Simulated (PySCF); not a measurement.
## Spinor energies of Fe⁺ (iron, charge +1)

Start: [Ar] 3d5 4s2; 3d5/2 filled at m_j = -3/2, -1/2, +1/2, +3/2, +5/2. Calculated with PySCF 2.14 in x2c-TZVPall-2c (6s7p4d1f, 54 functions): generalised Hartree-Fock with the X2C-1e Hamiltonian and a Gaussian nucleus; one run each with spin-orbit coupling (SO) switched off, then screened by Boettger's factors. This is a chosen level, not necessarily the ground level.

```csv
spinor shell,electrons,"ε, spin-free (eV)","ε, screened SO (eV)",weight of nominal j (screened SO),"rms radius, screened SO (bohr)"
1s1/2,2,-7190.7,-7190.6,1.000,0.0675
2s1/2,2,-898.93,-898.91,1.000,0.288
2p1/2,2,-764.51,-773.45,0.976,0.259
3s1/2,2,-131.09,-131.08,1.000,0.863
3p1/2,2,-89.959,-90.531,0.663,0.920
3p3/2,4,-89.959,-89.686,0.832,0.925
3d5/2,5,-34.409,-34.408,0.591,1.10
4s1/2,2,-16.306,-16.306,1.000,2.88
```

Problem. Where does 2p3/2 lie, and what is the 2p spin-orbit splitting (screened SO)?

Solution. At -760.13 eV, 13.316 eV above 2p1/2.

```
   quantity    spin-free  screened SO
E (hartree)  -1271.01213  -1271.03209
        M_J          5/2          5/2
       ⟨J²⟩        8.756        8.756
       ⟨L²⟩        0.000        0.002
       ⟨S²⟩        8.756        8.753
```

Each row is a mean over spinors that exchange with the open shell spreads, by up to 15.739 eV (3p3/2).

Rows whose weight is well below 1 are mixtures of j = l ± 1/2: exchange outweighs spin-orbit coupling there, and the label is only the starting occupation.

Without spin-orbit coupling the j labels of p, d and f shells carry no meaning; the spin-free column gives the mean over the occupied spinors of each nl shell.
